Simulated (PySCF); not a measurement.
# Ionisation energy along the 2-electron series

Calculated with PySCF 2.14 and a two-component X2C-1e Hamiltonian (Gaussian nucleus, no Breit or QED terms), each ion in its own even-tempered basis scaled to its charge; GMP2 freezes nothing and drops the highest virtual spinors. Values in eV. NIST values: (m) measured, (s) semi-empirical, (t) theoretical.

```json
{"ion": "Rb³⁵⁺", "configuration": "1s2", "GHF (screened spin-orbit)": "18325.6", "GMP2 (screened spin-orbit)": "18326.9", "NIST": "18305.9 (t)"}
{"ion": "Zr³⁸⁺", "configuration": "1s2", "GHF (screened spin-orbit)": "21542.2", "GMP2 (screened spin-orbit)": "21543.6", "NIST": "21516.5 (t)"}
{"ion": "Nb³⁹⁺", "configuration": "1s2", "GHF (screened spin-orbit)": "22676.0", "GMP2 (screened spin-orbit)": "22677.4", "NIST": "22648.0 (t)"}
{"ion": "Mo⁴⁰⁺", "configuration": "1s2", "GHF (screened spin-orbit)": "23841.0", "GMP2 (screened spin-orbit)": "23842.4", "NIST": "23810.7 (t)"}
{"ion": "Tc⁴¹⁺", "configuration": "1s2", "GHF (screened spin-orbit)": "25037.4", "GMP2 (screened spin-orbit)": "25038.8", "NIST": "25004.5 (t)"}
{"ion": "Ru⁴²⁺", "configuration": "1s2", "GHF (screened spin-orbit)": "26265.4", "GMP2 (screened spin-orbit)": "26266.8", "NIST": "26229.9 (t)"}
{"ion": "Rh⁴³⁺", "configuration": "1s2", "GHF (screened spin-orbit)": "27525.2", "GMP2 (screened spin-orbit)": "27526.7", "NIST": "27487.0 (t)"}
```

(1) Fill in the row of Sr³⁶⁺.

Answers

(1) configuration: 1s2; GHF (screened spin-orbit): 19367.2; GMP2 (screened spin-orbit): 19368.5; NIST: 19345.6 (t).
